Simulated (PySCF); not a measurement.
# Electronic structure of Sb(2+) (antimony, charge +2) at the UHF level

Configuration: [Kr] 4d10 5s2 5p1, 2P determinant. Calculation: PySCF 2.14, in aug-cc-pwCVTZ-PP with ECP28MDF; scalar relativity through the core potential.

* Total energy: -238.374777 hartree
* One-electron energy: -404.4353 hartree
* Hartree (Coulomb) energy: 184.0100 hartree
* Exchange energy: -17.9494 hartree
* ⟨S²⟩: 0.7590
* ⟨L²⟩: 2.028
* Sum of ⟨r⟩: 23.90 bohr
* Sum of ⟨r²⟩: 36.07 bohr²
* Traceless quadrupole moment −½Σ⟨3z² − r²⟩ along its main axis: -2.96 e·bohr²

```csv
shell,electrons,mean orbital energy (hartree),spread (hartree),"rms radius, mean of both spins (bohr)"
4s α,1,-7.20780,0,0.849
4s β,1,-7.20128,0,0.849
4p α,3,-5.27331,0.00213,0.917
4p β,3,-5.26688,0.02247,0.917
4d α,5,-2.29971,0.01312,1.10
4d β,5,-2.29406,0.02489,1.10
5s α,1,-1.25198,0,2.27
5s β,1,-1.16494,0,2.27
5p α,1,-0.89881,0,2.68
```

Energies and moments cover only the electrons outside the core potential.
